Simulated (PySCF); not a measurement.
C3H8As, SMILES [CH2][As](C)C, multiplicity 2.

The structure is a stationary point at PBE0-D3(BJ)/def2-SVP. The isomer is the one that the SMILES or the coordinates give; other isomers of the formula were not compared.

Two levels are set side by side: PBE/def2-TZVP (PySCF) and ωB97X/def2-TZVP (PySCF). Same geometry, gas phase. Differences are taken from unrounded values.

```csv
quantity,ωB97X,PBE,PBE minus ωB97X
α-spin orbital gap (eV),10.84,4.56,-6.28
β-spin orbital gap (eV),9.18,3.04,-6.14
dipole moment (D),0.82,0.80,-0.02
mean polarisability (bohr³),68.4,71.7,3.3
```

Loosely held outer electrons make PBE densities more polarisable. Differences between two approximate levels are no errors against the true value.

Rough cost on one machine, each run with all the roots and properties that it gave: ωB97X against PBE within a factor of 2.
